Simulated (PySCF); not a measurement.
**Core-level binding energies of `C/C=C/[P@H](=S)CC(C)=O`**

C6H11OPS.
Z-matrix (Å and degrees, PBE0-D3(BJ)/def2-SVP geometry), rows numbered from 1:
```
C 
C   1  1.4870
C   2  1.3375  1  125.51
P   3  1.8022  2  120.93  1   179.85
S   4  1.9502  3  116.15  2     1.31
C   4  1.8418  3  104.32  2  -126.32
C   6  1.5204  4  110.17  3  -166.84
C   7  1.4985  6  116.36  4   -94.43
O   7  1.2072  6  119.81  4    82.55
H   1  1.1026  2  110.27  3   121.10
H   1  1.1025  2  110.36  3  -121.92
H   1  1.0990  2  112.51  3    -0.36
H   2  1.0999  1  117.54  3  -179.78
H   3  1.0972  2  121.87  1    -0.26
H   4  1.4238  3  103.52  2   129.51
H   6  1.1000  4  106.09  3    70.09
H   6  1.1008  4  107.56  3   -48.16
H   8  1.1044  7  107.75  6    58.17
H   8  1.1013  7  110.73  6   -58.63
H   8  1.0967  7  110.24  6   178.86
```

Level of theory: PySCF 2.14.0, delta-SCF UKS SCAN, pcX-2 on the ionised atom, pcseg-1 elsewhere, spin-free X2C. Binding energies are ΔSCF values: E(core-ionised, relaxed orbitals) − E(ground state) at a fixed geometry, referred to the vacuum level.

Task: What binding energy does each computed site have?

Result: 
| atom(s) | environment | level | binding energy (eV) | 2p1/2 (eV) | above the level's lowest (eV) | count |
| --- | --- | --- | --- | --- | --- | --- |
| S5 | sulfur bonded to P | S 1s | 2475.39 | – | 0.00 | 1 |
| P4 | phosphorus bonded to 2 C, S and H | P 1s | 2151.89 | – | 0.00 | 1 |
| O9 | ketone oxygen | O 1s | 537.42 | – | 0.00 | 1 |
| C7 | ketone carbonyl carbon | C 1s | 293.11 | – | +2.59 | 1 |
| C1 | allylic carbon | C 1s | 291.29 | – | +0.77 | 1 |
| C6 | sp3 carbon bound to phosphorus | C 1s | 290.96 | – | +0.44 | 1 |
| C2 | alkene CH carbon | C 1s | 290.94 | – | +0.42 | 1 |
| C8 | methyl carbon next to a carbonyl | C 1s | 290.86 | – | +0.34 | 1 |
| C3 | alkene CH carbon | C 1s | 290.52 | – | 0.00 | 1 |
| P4 | phosphorus bonded to 2 C, S and H | P 2p3/2 | 138.02 | 138.90 | 0.00 | 1 |

Lowest listed C 1s: C3, bonded to C (double bond), H and P. Highest, 2.59 eV above it: C7, bonded to O (double bond) and 2 C. The widest gap between neighbouring values is 1.82 eV, between 291.29 and 293.11 eV. The values 290.94 and 290.96 eV lie too close for their order to be trusted.

Task: Express the binding energy of C 1s of C2 in atomic units and per mole.

Result: 290.94 eV = 10.6918 Eh = 28071 kJ/mol.

Task: Which effective nuclear charge Zeff reproduces each element's mean 1s value in the hydrogen-like formula E = 13.606 eV × Zeff²?

Result: C (Z = 6): mean 291.3 eV, Zeff = 4.63, Z − Zeff = 1.37; O (Z = 8): mean 537.4 eV, Zeff = 6.28, Z − Zeff = 1.72; P (Z = 15): mean 2151.9 eV, Zeff = 12.58, Z − Zeff = 2.42; S (Z = 16): mean 2475.4 eV, Zeff = 13.49, Z − Zeff = 2.51. Means run over the listed sites, weighted by atom count.

Not every level is listed. The unrestricted hole states depart most from a pure doublet (⟨S²⟩ = 0.75; over 0.85 named) for C 1s of C7 (0.97), which makes this value less certain. The 2p values add to the ΔSCF energy of one spin-free hole a correction within the shell (spin–orbit coupling, ligand field). 2p1/2 minus 2p3/2 (ligand field included): P 0.89 eV. Geometry: PBE0-D3(BJ)/def2-SVP, one conformer, isolated molecule.
